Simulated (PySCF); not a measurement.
PySCF job for H₇N₃OSi, SMILES N[Si](N)(N)O, SMD-M06-2X/def2-SVP. Geometry optimised at B3LYP-D3(BJ)/def2-SVP. Other conformers were not sampled.

```python
import numpy as np
from pyscf import gto, scf, dft
from pyscf.solvent import smd

mol = gto.M(
    atom='''
    N    -1.07369756    1.25369358   -0.47923765
    Si   -0.01405112   -0.00881691    0.00290582
    N     1.56044885    0.57362089    0.44237501
    N     0.03891540   -1.09196194   -1.34051374
    O    -0.60046024   -0.76323899    1.37834910
    H    -1.49941803    1.90198744    0.17199061
    H    -1.10575064    1.58036595   -1.43736616
    H     1.99107091    1.29553642   -0.12745668
    H     2.26539761   -0.06745207    0.79556802
    H    -0.82100170   -1.55609231   -1.62104343
    H     0.82189954   -1.73522700   -1.40819376
    H    -0.33146677   -0.33723768    2.20066180
    ''',
    basis='def2-SVP',
    charge=0,
    spin=0,
    max_memory=1600,
    verbose=3,
)
mf = dft.RKS(mol, xc='m06-2x').density_fit(auxbasis='def2-universal-jkfit')
mf.grids.level = 4
mf.conv_tol = 1e-9
mf.max_cycle = 100
mf.kernel()
res = {}
for name in ['water', 'acetone', 'cyclohexanone']:
    s = mf.SMD()
    s.with_solvent.solvent, s.with_solvent.sasa_ng = name, 194
    s.kernel(mf.make_rdm1())
    res[name] = (s.e_tot, s.with_solvent.get_cds(), s.dip_moment(), s.mo_energy, s.converged)
    print(f'SMD {name}: dG(solv) = {(s.e_tot - mf.e_tot) * 627.509474:.3f} kcal/mol, of which CDS {res[name][1] * 627.509474:.3f}')
```

Program output:

```
converged SCF energy = -532.929824759438
converged SCF energy = -532.943168748991
Dipole moment(X, Y, Z, Debye):  1.71072,  1.06644, -0.29820
SMD water: dG(solv) = -8.373 kcal/mol, of which CDS 4.685
converged SCF energy = -532.942132753466
Dipole moment(X, Y, Z, Debye):  1.58902,  0.91557, -0.27308
SMD acetone: dG(solv) = -7.723 kcal/mol, of which CDS 1.671
converged SCF energy = -532.940180550185
Dipole moment(X, Y, Z, Debye):  1.57492,  0.90386, -0.28295
SMD cyclohexanone: dG(solv) = -6.498 kcal/mol, of which CDS 2.354
```

The calculation finished and met its thresholds.

Cost: roughly 90 core-seconds.
